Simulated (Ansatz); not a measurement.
**TlCl (SMILES [Cl][Tl]): the vertical ionisation energy from total energies**

TlCl: 2 atoms, total charge 0, spin state singlet. As SMILES, `[Cl][Tl]`. The bond length is the measured one.

```xyz
2

Cl    0.0000    0.0000    0.0000
Tl    0.0000    0.0000    2.4848
```

Both states at this one shape; open shells run unrestricted unless said. 1 Eh = 27.2114 eV.

| level | program | singlet TlCl (Eh) | doublet TlCl+ (Eh) | HOMO of the first (eV) |
| --- | --- | --- | --- | --- |
| HF/def2-TZVPP (core potential) | Ansatz | -631.107918 | -630.788438 | -9.73 |
| BLYP/def2-TZVPP (core potential) | Ansatz | -632.795168 | -632.442190 | -6.28 |

Q: Work out the vertical ionisation energy at each level.

A: 
1. HF/def2-TZVPP (core potential): -630.788438 − (-631.107918) = 0.319480 Eh = 8.69 eV; −ε(HOMO) = 9.73 eV.
2. BLYP/def2-TZVPP (core potential): -632.442190 − (-632.795168) = 0.352978 Eh = 9.61 eV; −ε(HOMO) = 6.28 eV.

No measured value is set beside it here; the levels span 8.69 to 9.61 eV. In Hartree–Fock, −ε(HOMO) (Koopmans) exceeds the difference of totals by the orbital relaxation of the ion. In semi-local functionals −ε(HOMO) lies far under the ionisation energy, a result of self-interaction, while the difference of totals does much better. Hartree–Fock favours the state with fewer electron pairs, since it lacks pair correlation. Spin-orbit coupling, which splits open shells on such heavy atoms by tenths of an eV, is left out.
